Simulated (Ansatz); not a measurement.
`C[Si]N` + `CNC` → `C[Si]N(C)C` + NH₃ at 298.15 K and 1 bar (ligand exchange at the Si–N bond).

Gas-phase electronic energies from Ansatz, PBE0-D4/def2-TZVP geometries. CCSD(T)/CBS is the MP2 limit (def2-TZVPP, def2-QZVPP) plus CCSD(T) − MP2 in def2-TZVPP, frozen cores. This one scheme is used for every species. One conformer a species, not always the lowest.

```csv
species,CCSD(T)/CBS energy (Eh),H − E (kJ/mol),S (J/(mol·K))
`C[Si]N`,-384.84019,179.3,296.8
`CNC`,-135.00321,256.9,271.4
`C[Si]N(C)C`,-463.33839,334.9,345.4
NH₃,-56.50880,100.5,192.4
```

H − E and S are ideal-gas, rigid-rotor, harmonic terms from PBE0-D4/def2-TZVP, for one conformer and one mirror image of each species. 1 Eh = 2625.50 kJ/mol, R = 8.31446 J/(mol·K).

Task: By hand: ΔE, ΔH, ΔS and ΔG.

Result: ΔE = (-463.33839) + (-56.50880) − (-384.84019) − (-135.00321) = -0.00379 Eh = -10.0 kJ/mol. Δ(H − E) = 334.9 + 100.5 − 179.3 − 256.9 = -0.8, so ΔH = -10.8 kJ/mol. ΔS = 345.4 + 192.4 − 296.8 − 271.4 = -30.4 J/(mol·K). ΔG = -10.8 − 298.15 × (-30.4)/1000 = -1.7 kJ/mol.

Task: By hand: the equilibrium constant, and the temperature at which ΔG would vanish if ΔH and ΔS stayed fixed.

Result: log₁₀ K = −ΔG/(RT ln 10) = 0.3. ΔG = 0 at ΔH/ΔS = 355 K.

TΔS isn't small against ΔH here. The sign of ΔG lies within the doubt. A doubt of 5 kJ/mol in ΔE shifts log₁₀ K by 0.9 here. Other conformers and mirror images would add mixing entropy, several J/(mol·K) or more a flexible species. Modes under 60 cm⁻¹, often nearly free rotors, make the harmonic entropy too high. These are equilibria of isolated gas molecules and say nothing of rates. Largest T1 diagnostic: 0.014 (customary marks: 0.02 for closed shells, 0.045 for open ones).
